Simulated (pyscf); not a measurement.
**Hydrogen shift: `[O][PH2]` [doublet] → `[OH][PH]` [doublet]**

Gas phase, doublet surface, charge 0. Bonds broken: P2–H3. Bonds formed: O1–H3. Structures and frequencies: ωB97X-D3(BJ)/def2-SVP in PySCF. Correlated levels are frozen-core, on RHF or UHF. ΔMP2 is the change of the MP2 total energy from the triple- to the quadruple-zeta basis.

Transition state (Å):

```xyz
4

O      0.4383     1.5062     0.5831
P      0.8125     0.4041    -0.5820
H      0.3153     0.1497     0.8178
H     -0.4326     0.2984    -1.3075
```

One imaginary mode, 1849i cm⁻¹; descent along it reached the two sides named.

```csv
bond,change,reactant side (Å),saddle,product side
P2–H3,breaks,1.428,1.507,2.242
O1–H3,forms,2.463,1.382,0.964
```

Electronic energies relative to the reactant's lowest minimum found (eV):

| level | barrier | reaction energy | reverse barrier |
|---|---|---|---|
| ωB97X-D3(BJ)/def2-TZVP | 1.90 | -0.29 | 2.19 |
| PBE/def2-TZVP | 1.74 | -0.20 | 1.94 |
| r²SCAN/def2-TZVP | 1.87 | -0.18 | 2.06 |
| B3LYP-D3(BJ)/def2-TZVP | 1.88 | -0.26 | 2.13 |
| PBE0-D3(BJ)/def2-TZVP | 1.84 | -0.30 | 2.13 |
| M06-2X/def2-TZVP | 1.85 | -0.43 | 2.28 |
| ωB97M-D3(BJ)/def2-TZVP | 1.82 | -0.36 | 2.18 |
| HF/def2-TZVP | 2.03 | -0.50 | 2.53 |
| MP2/def2-QZVPP | 2.21 | -0.37 | 2.58 |
| CCSD/def2-TZVPP | 1.90 | -0.44 | 2.33 |
| CCSD(T)/def2-TZVPP | 1.87 | -0.39 | 2.26 |
| CCSD(T)/def2-TZVPP + ΔMP2(QZVPP) | 1.90 | -0.37 | 2.27 |

With CCSD(T)/def2-TZVPP + ΔMP2(QZVPP) energies and thermal terms (ideal gas, 1 atm, RRHO with modes under 100 cm⁻¹ raised to 100, one conformer, R ln 2 for rigid chiral ones), in eV:

```tsv
T (K)	ΔH‡	ΔG‡	ΔH	ΔG
298	1.80	1.78	-0.30	-0.31
600	1.79	1.76	-0.29	-0.33
900	1.78	1.74	-0.29	-0.34
1200	1.76	1.73	-0.30	-0.36
```

One saddle was located; it need not be the lowest between these sides. The CCSD(T) − MP2 part came from Ansatz, without density fitting, on the same reference.
